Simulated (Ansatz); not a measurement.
A run on osmium tetroxide, O₄Os with other settings.

```yaml
crystal:
  periodic: [false, false, false]
  atoms:
    - {symbol: O, position_ang: [-0.891817, -0.135087, 1.429828]}
    - {symbol: Os, position_ang: [-0.000002, 0.000000, 0.000000]}
    - {symbol: O, position_ang: [1.432027, -0.887020, 0.143105]}
    - {symbol: O, position_ang: [-0.909912, -0.603229, -1.290802]}
    - {symbol: O, position_ang: [0.369694, 1.625336, -0.282132]}
basis:
  gaussian: {orbitals: def2-mTZVP}
hamiltonian: {xc: {name: B3LYP}}
accuracy: high
output: {forces: true}
```

```sh
$ ansatz run in.yaml --threads 2 --pin off --events-out ev --progress --plain --max-ram 22528MiB --backend cpu
```

It prints (some lines left out):

```
Functional definition: B3LYP
2516 factors; integrals over basis functions are off by at most 3.6e-9 eV
mean field evaluation 1: about -10626.4057 eV, gradient 1.4e2 eV
mean field evaluation 2: about -10447.9808 eV, gradient 3.4e2 eV
mean field evaluation 4: about -10658.4191 eV, gradient 1.6e1 eV
mean field evaluation 8: about -10658.8535 eV, gradient 4.9e-1 eV
mean field evaluation 16: about -10659.0203 eV, gradient 9.2e-5 eV
mean field -10659.02029262 eV, -391.7117708104 hartree, gradient 5.3e-8 eV, S^2 0.000000; 0 other end points of the search recorded, 0 dependent functions left out
reference -10659.02033193 eV, -391.7117722551 hartree; 24, 24 occupied and 108, 108 virtual orbitals, 2516 factors
Total energy: -10659.02033193 eV, -391.7117722551 hartree
Atom 0 at    -0.891817    -0.135087     1.429828 Å, force    -0.832946    -0.126171     1.335447 eV/Å
Atom 1 at    -0.000002     0.000000     0.000000 Å, force    -0.000003     0.000006    -0.000009 eV/Å
Atom 2 at     1.432027    -0.887020     0.143105 Å, force     1.337502    -0.828469     0.133661 eV/Å
Atom 3 at    -0.909912    -0.603229    -1.290802 Å, force    -0.849844    -0.563408    -1.205591 eV/Å
Atom 4 at     0.369694     1.625336    -0.282132 Å, force     0.345292     1.518042    -0.263507 eV/Å
Dipole moment:     0.000000    -0.000000     0.000000 e Å
```

Hardware: 2 threads of an AMD EPYC 7R13 on a shared host. Wall time 7.5 s, peak host memory 0.61 GiB.
